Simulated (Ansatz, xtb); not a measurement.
## Two structures of GaGeHOSi+

We compare I, a doublet given by its coordinates, with II, a doublet given by its coordinates. Both are isolated ions in the gas phase, relaxed with PBE0-D3(BJ)/def2-SVP.

I (Å):

```xyz
5

Ga    1.2046   -2.1746   -0.6542
Ge    1.2389    3.1411   -0.1856
O     0.8381   -0.3437   -0.1049
Si    0.3190    1.0110    0.5556
H    -0.7275    0.8627    1.6155
```

Close contacts (Å): Ga1–O3 1.95, Ge2–Si4 2.44, O3–Si4 1.59, Si4–H5 1.50.

II (Å):

```xyz
5

Ga    3.6287    0.2838   -0.3816
Ge   -1.9841    0.8522    0.9685
O     1.7731    0.5526    0.2696
Si    0.2985    0.7627    0.7785
H    -1.0082    0.3108   -0.3880
```

Close contacts (Å): Ga1–O3 1.98, Ge2–Si4 2.29, O3–Si4 1.57, Ge2–H5 1.76, Si4–H5 1.81.

**Question.** Estimate which is lower in electronic energy at CCSD(T)/def2-SVP, and by roughly how much.

**Answer.** Too close to call at this level: CCSD(T)/def2-SVP gives E(II) − E(I) = +2.48 kJ/mol.

Level by level:

```csv
level,geometry,E(II) − E(I) (kJ/mol),departure from the last row (kJ/mol),"job, with rough time for the two"
PBE0-D3(BJ)/def2-SVP,PBE0-D3(BJ)/def2-SVP,−6.65,−9.14,"optimisation, 2 min"
HF/def2-SVP,PBE0-D3(BJ)/def2-SVP,+55.19,+52.71,part of the CCSD(T) run
MP2/def2-SVP,PBE0-D3(BJ)/def2-SVP,−0.60,−3.08,part of the CCSD(T) run
CCSD(T)/def2-SVP,PBE0-D3(BJ)/def2-SVP,+2.48,,"single point, 80 s"
```

The largest departure from CCSD(T)/def2-SVP is that of HF/def2-SVP, 52.71 kJ/mol. Levels run at GFN2-xTB geometries aren't shown.

With harmonic frequencies from PBE0-D3(BJ)/def2-SVP (ideal gas, rigid rotor, one conformer each, 298.15 K, 1 atm): on the last row, ΔE + ΔZPE = −2.42 kJ/mol. A mode under 50 cm⁻¹ makes harmonic enthalpies and free energies unreliable, so none is given.

Open shells are spin-unrestricted. The correlated steps freeze 24 core orbitals; the filled d shell of Ga and Ge is correlated, in a basis made for valence electrons. Programs: Ansatz 0.2.0; the last row on 2 threads of Arm Neoverse V2 on a shared host.
